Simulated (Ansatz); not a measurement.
Steps of a relaxation of `[BH3-][O+]=C(C)C` with RKS PBE-D4/def2-SVP.

```sh
$ ansatz run in.yaml --threads 4 --pin off --events-out ev --progress --plain --max-ram 10444MiB
```

```yaml
crystal:
  periodic: [false, false, false]
  atoms:
    - {symbol: B, position_ang: [-1.687200, 0.348200, 1.024200]}
    - {symbol: O, position_ang: [-0.376100, -0.136000, 0.993800]}
    - {symbol: C, position_ang: [0.369000, -0.174100, 0.019900]}
    - {symbol: C, position_ang: [0.108500, 0.349600, -1.348600]}
    - {symbol: C, position_ang: [1.764400, -0.775000, 0.247100]}
    - {symbol: H, position_ang: [-2.185600, 0.288700, 2.107300]}
    - {symbol: H, position_ang: [-2.395100, -0.212800, 0.253900]}
    - {symbol: H, position_ang: [-1.695600, 1.567700, 0.719100]}
    - {symbol: H, position_ang: [-0.202500, 1.438200, -1.250000]}
    - {symbol: H, position_ang: [0.870800, 0.209500, -2.041700]}
    - {symbol: H, position_ang: [-0.854500, -0.216500, -1.712400]}
    - {symbol: H, position_ang: [2.399000, -0.751700, -0.640700]}
    - {symbol: H, position_ang: [2.242500, -0.158300, 1.031900]}
    - {symbol: H, position_ang: [1.629500, -1.806600, 0.625000]}
basis:
  gaussian: {orbitals: def2-SVP}
hamiltonian: {xc: pbe, dispersion: d4}
relax: {f_tol: 0.03, max_steps: 200}
```

Positions (Å) and forces (eV/Å) along the path, 11 of 18 steps:

```xyz
14
step=1 energy=-5967.8728 eV
B    -1.687    0.348    1.024   -2.993    2.415    0.502
O    -0.376   -0.136    0.994    1.563   -1.033    0.861
C     0.369   -0.174    0.020    3.657   -0.579   -1.917
C     0.108    0.350   -1.349   -4.298    0.168    1.690
C     1.764   -0.775    0.247   -1.094    0.374    0.505
H    -2.186    0.289    2.107   -0.022   -0.277    0.855
H    -2.395   -0.213    0.254   -0.487   -0.611   -1.021
H    -1.696    1.568    0.719    0.150   -0.144   -0.220
H    -0.203    1.438   -1.250    0.001   -0.660   -0.169
H     0.871    0.209   -2.042    1.951   -0.327   -1.410
H    -0.855   -0.216   -1.712    1.086    0.978    0.375
H     2.399   -0.752   -0.641    0.116   -0.096   -0.372
H     2.243   -0.158    1.032    0.144   -0.150    0.217
H     1.629   -1.807    0.625    0.227   -0.059    0.105
14
step=2 energy=-5968.3942 eV
B    -1.707    0.384    1.007   -1.782    1.171    0.151
O    -0.351   -0.140    0.987    1.039   -0.471    0.399
C     0.430   -0.162    0.015    1.212   -0.555   -0.725
C     0.044    0.352   -1.329   -1.077   -0.012    0.554
C     1.795   -0.786    0.272   -0.526    0.435   -0.010
H    -2.186    0.260    2.122    0.077   -0.078    0.160
H    -2.384   -0.184    0.158   -0.093   -0.258   -0.322
H    -1.671    1.589    0.660    0.084   -0.132    0.008
H    -0.323    1.407   -1.224    0.125   -0.198    0.008
H     0.833    0.256   -2.069    0.440    0.013   -0.378
H    -0.890   -0.192   -1.669    0.415    0.208    0.237
H     2.428   -0.790   -0.628    0.070   -0.049   -0.109
H     2.303   -0.204    1.070    0.017   -0.052    0.019
H     1.666   -1.818    0.657    0.000   -0.020    0.007
14
step=6 energy=-5968.5463 eV
B    -1.796    0.409    0.969    0.035    0.072   -0.017
O    -0.328   -0.155    1.002   -0.132   -0.130    0.138
C     0.458   -0.187    0.028    0.147    0.082   -0.101
C     0.053    0.386   -1.278   -0.039   -0.033   -0.011
C     1.805   -0.810    0.251    0.022    0.002    0.024
H    -2.233    0.249    2.097   -0.021    0.015    0.024
H    -2.382   -0.245    0.095    0.001   -0.007   -0.009
H    -1.702    1.595    0.614   -0.001   -0.032    0.024
H    -0.331    1.416   -1.097    0.010    0.018   -0.028
H     0.848    0.362   -2.042   -0.009    0.010   -0.010
H    -0.856   -0.162   -1.621    0.021    0.016   -0.012
H     2.339   -1.002   -0.698   -0.001    0.005    0.053
H     2.426   -0.135    0.884   -0.057   -0.028   -0.084
H     1.685   -1.751    0.824    0.024    0.011    0.011
14
step=9 energy=-5968.5726 eV
B    -1.812    0.376    0.958   -0.017   -0.014    0.013
O    -0.368   -0.248    0.987    0.059    0.042   -0.058
C     0.446   -0.217    0.030   -0.020   -0.033    0.033
C     0.069    0.418   -1.259    0.033    0.010    0.043
C     1.799   -0.820    0.255   -0.035    0.012   -0.018
H    -2.283    0.176    2.068    0.005   -0.004    0.006
H    -2.403   -0.212    0.043   -0.034   -0.001   -0.026
H    -1.670    1.575    0.671    0.024   -0.025    0.002
H    -0.277    1.456   -1.051    0.001    0.004    0.000
H     0.873    0.399   -2.015    0.005   -0.001    0.008
H    -0.851   -0.086   -1.635    0.007   -0.001    0.007
H     2.230   -1.227   -0.680   -0.013   -0.008    0.022
H     2.488   -0.023    0.617   -0.017   -0.002   -0.041
H     1.749   -1.597    1.041    0.002    0.023    0.009
14
step=10 energy=-5968.5781 eV
B    -1.820    0.363    0.955   -0.028    0.010    0.006
O    -0.378   -0.262    0.981    0.019   -0.010   -0.002
C     0.442   -0.221    0.032    0.014   -0.014    0.009
C     0.079    0.431   -1.253   -0.031    0.004    0.026
C     1.794   -0.824    0.255    0.153    0.014    0.129
H    -2.293    0.153    2.063    0.003   -0.010   -0.004
H    -2.415   -0.208    0.030   -0.003    0.003   -0.006
H    -1.666    1.563    0.687    0.001   -0.005   -0.004
H    -0.263    1.469   -1.036    0.006   -0.018    0.001
H     0.890    0.416   -2.000    0.021    0.004   -0.012
H    -0.838   -0.067   -1.642    0.021    0.018    0.006
H     2.185   -1.302   -0.669   -0.041    0.038    0.136
H     2.504    0.002    0.523   -0.143   -0.200   -0.098
H     1.768   -1.543    1.103    0.010    0.166   -0.188
14
step=12 energy=-5968.5837 eV rejected
B    -1.845    0.325    0.941    0.001    0.004   -0.002
O    -0.390   -0.279    0.983    0.003    0.012    0.003
C     0.447   -0.205    0.051   -0.040   -0.032   -0.029
C     0.107    0.480   -1.223   -0.016    0.011    0.002
C     1.790   -0.825    0.258    0.436    0.005   -0.029
H    -2.342    0.068    2.028    0.009   -0.007   -0.003
H    -2.407   -0.220   -0.019    0.007    0.003    0.003
H    -1.700    1.536    0.721   -0.001   -0.006   -0.003
H    -0.236    1.512   -0.984    0.003   -0.005   -0.005
H     0.935    0.486   -1.952    0.003    0.004    0.000
H    -0.802   -0.004   -1.647    0.007    0.007    0.010
H     2.010   -1.553   -0.571   -0.073    0.283    0.364
H     2.581   -0.021    0.190   -0.365   -0.438    0.046
H     1.839   -1.329    1.253    0.025    0.158   -0.356
14
step=13 energy=-5968.5928 eV
B    -1.838    0.336    0.945    0.002    0.000    0.002
O    -0.386   -0.273    0.983   -0.023   -0.051   -0.025
C     0.441   -0.219    0.041    0.050    0.123    0.053
C     0.098    0.466   -1.232   -0.017   -0.047   -0.016
C     1.791   -0.824    0.257    0.065   -0.042   -0.012
H    -2.325    0.092    2.039   -0.001    0.001   -0.005
H    -2.410   -0.218   -0.005    0.003    0.003    0.003
H    -1.690    1.544    0.708   -0.002   -0.001    0.004
H    -0.239    1.500   -0.994    0.002   -0.003    0.011
H     0.921    0.465   -1.967    0.000   -0.001    0.000
H    -0.816   -0.015   -1.647    0.002    0.008   -0.008
H     2.065   -1.483   -0.595   -0.016    0.043    0.073
H     2.555   -0.013    0.286   -0.068   -0.070   -0.020
H     1.819   -1.386    1.210    0.002    0.037   -0.059
14
step=14 energy=-5968.5856 eV rejected
B    -1.845    0.324    0.941    0.012    0.013    0.005
O    -0.388   -0.277    0.983    0.072    0.151    0.021
C     0.456   -0.180    0.058   -0.181   -0.423   -0.146
C     0.105    0.481   -1.225    0.054    0.142    0.066
C     1.791   -0.823    0.259    0.307    0.120   -0.006
H    -2.342    0.057    2.026    0.004   -0.004   -0.017
H    -2.404   -0.216   -0.025    0.007   -0.005    0.006
H    -1.702    1.537    0.729   -0.011   -0.017   -0.002
H    -0.241    1.514   -0.998   -0.002    0.011   -0.034
H     0.932    0.482   -1.957    0.000    0.014    0.006
H    -0.802   -0.013   -1.639    0.006   -0.014    0.035
H     2.002   -1.549   -0.567   -0.078    0.200    0.236
H     2.591   -0.038    0.197   -0.206   -0.269    0.018
H     1.835   -1.329    1.247    0.016    0.080   -0.189
14
step=15 energy=-5968.5950 eV
B    -1.841    0.330    0.943    0.002   -0.001   -0.004
O    -0.388   -0.276    0.982   -0.001   -0.008   -0.004
C     0.445   -0.210    0.045    0.002    0.015    0.014
C     0.102    0.472   -1.228   -0.002   -0.003   -0.004
C     1.791   -0.823    0.258    0.015   -0.004   -0.003
H    -2.333    0.076    2.033    0.000   -0.002    0.000
H    -2.408   -0.217   -0.013    0.001    0.000   -0.001
H    -1.696    1.540    0.717    0.000    0.001    0.001
H    -0.233    1.507   -0.991    0.000    0.002    0.001
H     0.926    0.471   -1.963   -0.001    0.001    0.003
H    -0.812   -0.007   -1.645    0.000    0.002   -0.001
H     2.038   -1.514   -0.575   -0.007    0.005    0.016
H     2.566   -0.025    0.239   -0.012   -0.016   -0.007
H     1.831   -1.354    1.226    0.002    0.010   -0.010
14
step=16 energy=-5968.5957 eV
B    -1.844    0.324    0.941    0.003   -0.002   -0.003
O    -0.389   -0.278    0.982    0.001   -0.004    0.001
C     0.446   -0.206    0.048   -0.001    0.008    0.005
C     0.105    0.480   -1.225   -0.004    0.001   -0.003
C     1.791   -0.822    0.259    0.046    0.000   -0.012
H    -2.340    0.061    2.027   -0.001   -0.001    0.000
H    -2.405   -0.219   -0.022    0.000    0.000   -0.001
H    -1.701    1.536    0.723   -0.001    0.000    0.000
H    -0.227    1.515   -0.985    0.000   -0.001    0.000
H     0.930    0.478   -1.958    0.001    0.000    0.000
H    -0.810    0.004   -1.643    0.000    0.001    0.000
H     2.012   -1.548   -0.554   -0.011    0.027    0.042
H     2.575   -0.034    0.192   -0.038   -0.046    0.003
H     1.843   -1.321    1.244    0.005    0.015   -0.032
14
step=18 energy=-5968.5960 eV
B    -1.845    0.322    0.939    0.001   -0.001   -0.001
O    -0.389   -0.277    0.982    0.001   -0.001    0.000
C     0.447   -0.204    0.049    0.000    0.002    0.002
C     0.106    0.482   -1.223   -0.001    0.000   -0.001
C     1.791   -0.821    0.259    0.012    0.000   -0.003
H    -2.342    0.056    2.024   -0.001   -0.001   -0.001
H    -2.403   -0.220   -0.026    0.000    0.000    0.000
H    -1.703    1.534    0.725   -0.001    0.000    0.000
H    -0.225    1.518   -0.983    0.000    0.000    0.001
H     0.930    0.481   -1.957    0.000    0.000    0.000
H    -0.810    0.007   -1.640    0.000    0.001    0.000
H     2.002   -1.558   -0.546   -0.004    0.006    0.012
H     2.578   -0.040    0.178   -0.010   -0.012    0.000
H     1.848   -1.310    1.248    0.001    0.005   -0.008
```

It took 2.4 min on 4 threads of an Intel Xeon on a shared host, with 0.17 GiB of host memory at the peak.
